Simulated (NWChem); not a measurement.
CH7FN2Si; SMILES N[SiH](N)CF

```xyz
12

N     -0.9644    -1.5978    -0.5796
Si     0.0148    -0.5843     0.4174
N      1.6197    -0.4456    -0.1844
C     -0.5037     1.2422     0.5864
F     -0.1382     1.9430    -0.5584
H     -1.0703    -1.4257    -1.5726
H     -1.7554    -2.1027    -0.1980
H     -0.1126    -1.1925     1.7793
H      1.8894     0.4328    -0.6127
H      2.1216    -1.2330    -0.5756
H     -0.0087     1.7130     1.4559
H     -1.5930     1.3516     0.7348
```
Atoms are numbered in this order, from 1.

All runs: NWChem. Pople sets run with spherical d functions. Geometry: optimised at PBE0/def2-SVP. No frequency run checked for a minimum.

### Question
Taking Hartree-Fock/6-311++G** as the yardstick, which of these has the fewest basis functions while keeping “dipole (D)” within 0.2 D of it: Hartree-Fock/STO-3G; Hartree-Fock/6-311G**; Hartree-Fock/6-31+G*; Hartree-Fock/6-31G*; Hartree-Fock/3-21G?

### Answer
Hartree-Fock/3-21G.
```json
[
 {"level": "Hartree-Fock/STO-3G", "basis functions": "36", "dipole (D)": "1.06", "relative time (rough)": "1"},
 {"level": "Hartree-Fock/3-21G", "basis functions": "63", "dipole (D)": "1.63", "relative time (rough)": "1"},
 {"level": "Hartree-Fock/6-31G*", "basis functions": "88", "dipole (D)": "1.48", "relative time (rough)": "4"},
 {"level": "Hartree-Fock/6-31+G*", "basis functions": "108", "dipole (D)": "1.49", "relative time (rough)": "7"},
 {"level": "Hartree-Fock/6-311G**", "basis functions": "140", "dipole (D)": "1.46", "relative time (rough)": "6"},
 {"level": "Hartree-Fock/6-311++G**", "basis functions": "167", "dipole (D)": "1.49", "relative time (rough)": "20"}
]
```

The yardstick is one finite set, not the basis-set limit.
